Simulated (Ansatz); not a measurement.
Cost and result up the ladder for Nb5O18H11, a hydroxylated oxide cluster (34 atoms). The state is a singlet with charge 0. Geometry: PBE-D4/def2-SVP.

```
atom   x (Å)   y (Å)   z (Å)
 Nb1  -0.760   1.031   1.208
 Nb2  -1.514  -0.731  -2.400
 Nb3   1.352   1.108   3.409
 Nb4   2.024   0.439  -0.127
 Nb5  -2.037  -2.066   0.421
  O6   2.412  -1.422  -0.151
  O7   0.785   1.852   0.250
  O8   3.518   1.227   0.688
  O9  -0.045  -0.377  -0.378
 O10   2.240   0.754  -2.040
 O11  -2.941  -0.564  -0.821
 O12  -2.621  -1.060  -3.886
 O13  -1.746   1.282  -2.171
 O14   0.157  -0.538  -3.211
 O15  -0.208  -2.747   0.852
 O16  -2.040   1.951   0.217
 O17   2.952   2.216   3.216
 O18   1.314   0.247   4.900
 O19  -1.534  -2.387  -1.510
 O20  -3.248  -3.102   1.060
 O21  -0.402   1.831   2.903
 O22   1.231  -0.052   1.940
 O23  -1.767  -0.536   1.641
 H24   1.894  -2.205   0.134
 H25   3.635   2.387   3.891
 H26   3.565   1.773   1.518
 H27   0.142  -1.291   0.003
 H28   2.317   1.650  -2.417
 H29  -3.170   0.313  -0.438
 H30  -3.384  -1.661  -3.969
 H31  -1.236   1.840  -2.787
 H32   1.027  -0.150  -2.900
 H33   0.049  -2.884   1.785
 H34  -1.962   1.873  -0.831
```

Ansatz on 2 threads of AMD EPYC 7R13 on a shared host and a share (18 GiB) of an NVIDIA H100 80GB HBM3. Times are rough, and most runs start from the orbitals of an earlier one. PBE0-D4/def2-TZVP serves as the yardstick here, not as an exact answer. Differences are given only for rows in sets of like size (and for xTB, whose basis is part of the method), since another set adds its own error. Binding counts from free atoms at the same level (Nb sextet, O triplet, H doublet; other spins of the atoms weren't run), without zero-point energy or a counterpoise term.

In the def2 sets Nb takes a core potential, while STO-3G treats all electrons; there is no spin–orbit coupling. Correlated methods freeze 18 core orbitals; core or outer-core shells of Nb are correlated, in sets that lack core-valence functions. The rows differ in basis, and correlated rows in double-zeta sets carry the largest basis error. Single mean-field runs in def2-SVP, def2-TZVP are fitted with def2-universal-jkfit.

Correlated methods converge slowly with the basis, most of all in double-zeta sets.

```csv
level,functions,binding energy per atom (eV),difference from PBE0-D4/def2-TZVP (eV),remarks
r2SCANh-D4/def2-TZVP,824,4.86,0.03,–
r2SCAN-D4/def2-TZVP,824,4.97,0.15,–
PBE-D4/def2-SVP,462,5.25,–,–
PBE0-D4/def2-SVP,462,4.91,–,–
PBE-D4/def2-TZVP,824,5.15,0.32,–
HF/STO-3G,236,3.31,–,–
BHLYP-D4/def2-TZVP (with forces),824,4.55,-0.28,–
MP2/def2-SVP,462,4.96,–,test for broken spin undecided
revPBE-D4/def2-TZVP,824,4.96,0.13,–
PBE0-D4/def2-TZVP (with forces),824,4.82,0.00,–
```

(1) Estimate how long each takes.

Results:

(1) HF/STO-3G 3.9 s; PBE-D4/def2-TZVP 4.5 s; PBE0-D4/def2-SVP 4.8 s; PBE-D4/def2-SVP 4.9 s; r2SCAN-D4/def2-TZVP 6 s; r2SCANh-D4/def2-TZVP 6.5 s; MP2/def2-SVP 6.5 s; revPBE-D4/def2-TZVP 7 s; PBE0-D4/def2-TZVP (with forces) 8 s; BHLYP-D4/def2-TZVP (with forces) 8 s. On shared hardware such times vary by a factor of up to 3.
